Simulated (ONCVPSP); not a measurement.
## Which change was made? (Ta, ONCV)

```json
{
  "Element": "Ta",
  "Generator": "ONCVPSP 4.0.1",
  "Type": "optimised norm-conserving Vanderbilt (ONCV)",
  "Functional": "Wu-Cohen",
  "Relativity": "scalar-relativistic",
  "Frozen core": "[Kr] 4d10 4f14 5s2",
  "Valence charge": "11",
  "Reference configuration": "5p6 5d3 6s1 6p1",
  "Partial waves": "6s: rc 2.85 bohr, ncon 4, nbas 8, qcut 2.3 1/bohr, 2 projectors, debl 3.3 Ha; 5p+6p: rc 1.95 bohr, ncon 5, nbas 10, qcut 7.2 1/bohr, 2 projectors; 5d: rc 2.20 bohr, ncon 4, nbas 8, qcut 8 1/bohr, 2 projectors, debl 1.6 Ha",
  "Local potential": "polynomial inside 1.90 bohr (lpopt 5, dvloc0 -1 Ha)",
  "Core correction": "Teter function, fcfact 4.5, rcfact 1.5"
}
```

Cutoffs, loose and tight: the cutoffs (Ha) at which the residual kinetic energy of the hardest occupied pseudo-wave falls to 1 and 0.1 mHa per electron. They do not see the model core or the augmentation charge, which bear on the density cutoff. Test errors are all-electron minus pseudo excitation energies from the reference, over the configurations 5p6 5d3 6s2 6p0; 5p6 5d3 6s1 6p0; 5p6 5d3 6s0 6p0; 5p6 5d2 6s2 6p1; variants that change the core or the reference have their own tests.

The base gives: outcome: generated; cutoff, loose: 15 Ha; cutoff, tight: 21 Ha; bound ghosts: none; GHOST(+) flags above zero: s; largest test error (meV): -28.

Problem. After one change the result is: outcome: generated; cutoff, loose: 18 Ha; cutoff, tight: 23 Ha; bound ghosts: none; GHOST(+) flags above zero: s; largest test error (meV): -28. Which change was it?
A. p: qcut 8.6
B. p: qcut 10.4
C. p: qcut 7.7

Solution. C. The others give: p: qcut 8.6 → outcome: generated; cutoff, loose: 22 Ha; cutoff, tight: 27 Ha; bound ghosts: none; GHOST(+) flags above zero: s; largest test error (meV): -28 | p: qcut 10.4 → outcome: generated; cutoff, loose: 30 Ha; cutoff, tight: 36 Ha; bound ghosts: none; GHOST(+) flags above zero: s; largest test error (meV): -29.
